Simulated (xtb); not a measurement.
Be(F)(OSiH3) (BeFH₃OSi), SMILES [F][Be][O][SiH3]. All values are semi-empirical tight-binding results from xtb (GFN2-xTB unless named), good for trends rather than for accurate numbers. Geometry optimised at GFN2-xTB. One conformer was computed; it need not be the lowest.

For metal compounds this method's bond lengths and energies can be far off.

**Question.** Estimate the properties. (An estimate is asked for; the answer gives what the named calculation found.)

**Answer.** 
```
Quantity                                      Result
-------------------------------------  -------------
point group as xtb finds it                      C3v
orbital gap                                  6.26 eV
zero-point energy                      20.2 kcal/mol
G − E(el) at 298.15 K (modified RRHO)   2.8 kcal/mol
```
